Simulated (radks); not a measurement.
Results of a calculation; reference values are marked as such.
Trend from Sc to Zn: ionisation energy by Delta-SCF between NIST ground configurations, and size. Level of theory: scalar-relativistic Kohn-Sham, BLYP, spin-polarised, spherical densities, point nucleus; open shells are filled with parallel spins first (a radial shooting solver on a logarithmic mesh with Libxc functionals).

species  configuration  configuration of the ion  IE (eV)  NIST (eV)  kind  -e(HOMO) (eV)  outermost  <r> outermost (bohr)  r at 0.001 e/bohr^3 (bohr)
Sc        [Ar] 3d1 4s2              [Ar] 3d1 4s1    6.512      6.561  exp.     3.354 (3d)         4s                  3.75                        4.95
Ti        [Ar] 3d2 4s2              [Ar] 3d2 4s1    6.824      6.828  exp.     4.095 (4s)         4s                  3.59                        4.84
V         [Ar] 3d3 4s2                  [Ar] 3d4    6.244      6.746  exp.     4.240 (4s)         4s                  3.46                        4.73
Cr        [Ar] 3d5 4s1                  [Ar] 3d5    7.253      6.767  exp.     3.481 (3d)         4s                  3.33                        4.41
Mn        [Ar] 3d5 4s2              [Ar] 3d5 4s1    7.546      7.434  exp.     4.489 (4s)         4s                  3.25                        4.55
Fe        [Ar] 3d6 4s2              [Ar] 3d6 4s1    8.053      7.902  exp.     4.845 (4s)         4s                  3.09                        4.47
Co        [Ar] 3d7 4s2                  [Ar] 3d8    7.862      7.881  exp.     5.157 (4s)         4s                  2.96                        4.39
Ni        [Ar] 3d8 4s2                  [Ar] 3d9    7.241      7.640  exp.     5.441 (4s)         4s                  2.84                        4.32
Cu       [Ar] 3d10 4s1                 [Ar] 3d10    8.443      7.726  exp.     4.879 (3d)         4s                  2.89                        4.09
Zn       [Ar] 3d10 4s2             [Ar] 3d10 4s1    9.712      9.394  exp.     5.962 (4s)         4s                  2.65                        4.19

Reference values: NIST Atomic Spectra Database (measured). Open shells are spherical and high-spin; term and fine-structure splittings are not resolved.
